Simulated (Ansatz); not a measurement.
Abridged output of a molecular run in Ansatz:

```
Functional definition: HF
1863 factors; integrals over basis functions are off by at most 9.0e-4 eV
mean field evaluation 1: about -33446.0051 eV, gradient 5.3e1 eV
mean field evaluation 2: about -33446.3475 eV, gradient 5.3e1 eV
mean field evaluation 4: about -33451.9930 eV, gradient 4.2e0 eV
mean field evaluation 8: about -33452.0739 eV, gradient 2.5e-1 eV
mean field -33452.07417018 eV, -1229.3410511238 hartree, gradient 9.5e-6 eV, S^2 0.000000; 0 other end points of the search recorded, 0 dependent functions left out
18 core orbitals not correlated: weight in the atoms' cores, before any rotation towards them, 1.000 or more for the frozen orbitals, at most 0.000 for the correlated occupied ones
reference -33452.07417018 eV, -1229.3410511238 hartree; 19, 19 occupied and 280, 280 virtual orbitals, 1863 factors
second order -29.60912405 eV of doubles, -0.00000000 eV of singles
cycle   1  -30.30716792 eV  change   -7.0e-1 eV  update   1.1e-1
cycle   2  -30.97807208 eV  change   -6.7e-1 eV  update   3.1e-2
cycle   3  -31.11320555 eV  change   -1.4e-1 eV  update   1.5e-2
cycle   4  -31.09891908 eV  change    1.4e-2 eV  update   3.1e-3
cycle   5  -31.09772439 eV  change    1.2e-3 eV  update   1.4e-3
cycle   6  -31.09820957 eV  change   -4.9e-4 eV  update   3.6e-4
cycle   7  -31.09801741 eV  change    1.9e-4 eV  update   1.4e-4
cycle   8  -31.09796919 eV  change    4.8e-5 eV  update   4.0e-5
cycle   9  -31.09798102 eV  change   -1.2e-5 eV  update   1.5e-5
perturbative correction -1.17461329 eV, -0.0431662422 hartree
Total energy: -33484.34676449 eV, -1230.5270470894 hartree
```

Its atoms:

Cartesian coordinates in Å:
```
O 0.445 2.069 -0.159
Si -0.640 0.959 0.368
O -1.185 1.450 1.830
C 0.136 -0.715 0.622
Si 0.592 -1.632 -0.920
Cl 1.692 -0.393 -2.174
H 0.937 1.852 -0.954
H -1.764 0.847 -0.603
H -1.503 2.351 1.906
H -0.575 -1.343 1.174
H 1.023 -0.591 1.253
H 1.449 -2.812 -0.656
H -0.609 -2.042 -1.685
```

(1) Which basis set was used?
A. def2-TZVPP
B. def2-QZVPP
C. def2-SVP
D. cc-pV(Q+d)Z

(2) Write the keys of the input that set method, charge and spin (a neutral closed shell needs none for the last two).

## Answers

(1) A. It gives 317 functions.

(2) 
```yaml
correlation: {method: ccsd_t}
```
